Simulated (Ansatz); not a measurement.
`N#[C][GeH3]` + `[SH][GeH3]` → `N#C[S][GeH3]` + GeH₄  (substitution at a C–Ge bond)

Computed with Ansatz on PBE0-D4/def2-TZVP structures; ΔE is electronic, products minus reactants. CBS: MP2 limit from def2 TZ/QZ plus the TZ coupled-cluster correction, frozen cores. Functionals use def2-TZVPP. HSE06 is defined as in plane-wave codes. For Ge outer-core shells are correlated without core-valence functions, which leaves a few kJ/mol of doubt a bond. Scalar relativity is left out up to krypton.

| species | HSE06-D4 energy (Eh) |
| --- | --- |
| `N#[C][GeH3]` | -2171.29404 |
| `[SH][GeH3]` | -2477.21615 |
| `N#C[S][GeH3]` | -2569.37390 |
| GeH₄ | -2079.12012 |

Problem. Work out ΔE.

Solution. ΔE = (-2569.37390) + (-2079.12012) − (-2171.29404) − (-2477.21615) = 0.01617 Eh = +42.5 kJ/mol. CCSD(T)/CBS gives +56.5 kJ/mol.

Problem. What do rigid-rotor, harmonic-oscillator terms from PBE0-D4/def2-TZVP frequencies (298.15 K, 1 bar) make of the CCSD(T)/CBS value? (Best estimate.)

Solution. Computed: ΔZPE = -1.7 kJ/mol, ΔH = +55.0 kJ/mol, ΔS = -16 J/(mol·K), ΔG = +59.9 kJ/mol.

Largest T1 diagnostic among the species: 0.013.

From r2SCAN to r2SCAN0 (25 % exact exchange), in def2-TZVPP and without D4, ΔE moves by +5.7 kJ/mol. At CCSD(T), def2-SVP lies −3.7 kJ/mol from the extrapolated value and def2-TZVPP +1.0 kJ/mol.
